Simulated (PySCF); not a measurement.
**K (potassium, neutral) across methods**

[Ar] 3d1, 2D determinant (an excited configuration). Calculation: PySCF 2.14, in aug-cc-pVQZ-X2C; the spin-free X2C one-electron Hamiltonian (Gaussian nucleus).

```json
{"method": "LDA", "E (hartree)": "-600.389", "mean ε 3p α (eV)": "-20.172", "mean ε 3p β (eV)": "-20.089", "mean ε 3d α (eV)": "-0.864", "Σ⟨r²⟩ (bohr²)": "87.94", "⟨S²⟩": "0.750"}
{"method": "UHF", "E (hartree)": "-601.37458", "mean ε 3p α (eV)": "-28.429", "mean ε 3p β (eV)": "-28.402", "mean ε 3d α (eV)": "-1.579", "Σ⟨r²⟩ (bohr²)": "127.3", "⟨S²⟩": "0.750"}
{"method": "r2SCAN", "E (hartree)": "-602.109", "mean ε 3p α (eV)": "-21.074", "mean ε 3p β (eV)": "-21.001", "mean ε 3d α (eV)": "-0.861", "Σ⟨r²⟩ (bohr²)": "91.96", "⟨S²⟩": "0.750"}
{"method": "PW91", "E (hartree)": "-602.144", "mean ε 3p α (eV)": "-20.313", "mean ε 3p β (eV)": "-20.229", "mean ε 3d α (eV)": "-0.950", "Σ⟨r²⟩ (bohr²)": "87.95", "⟨S²⟩": "0.750"}
{"method": "wB97X", "E (hartree)": "-602.143", "mean ε 3p α (eV)": "-25.649", "mean ε 3p β (eV)": "-25.621", "mean ε 3d α (eV)": "-1.707", "Σ⟨r²⟩ (bohr²)": "109.3", "⟨S²⟩": "0.750"}
{"method": "BLYP", "E (hartree)": "-602.156", "mean ε 3p α (eV)": "-20.014", "mean ε 3p β (eV)": "-19.946", "mean ε 3d α (eV)": "-0.862", "Σ⟨r²⟩ (bohr²)": "87.60", "⟨S²⟩": "0.750"}
{"method": "CAM-B3LYP", "E (hartree)": "-602.165", "mean ε 3p α (eV)": "-23.985", "mean ε 3p β (eV)": "-23.916", "mean ε 3d α (eV)": "-1.485", "Σ⟨r²⟩ (bohr²)": "93.18", "⟨S²⟩": "0.750"}
{"method": "PBE", "E (hartree)": "-601.936", "mean ε 3p α (eV)": "-20.259", "mean ε 3p β (eV)": "-20.179", "mean ε 3d α (eV)": "-0.951", "Σ⟨r²⟩ (bohr²)": "87.76", "⟨S²⟩": "0.750"}
```

(1) Estimate the same row for PBE0.

## Answers

(1) E (hartree) = -601.977; mean ε 3p α (eV) = -22.565; mean ε 3p β (eV) = -22.490; mean ε 3d α (eV) = -1.186; Σ⟨r²⟩ (bohr²) = 92.63; ⟨S²⟩ = 0.750.
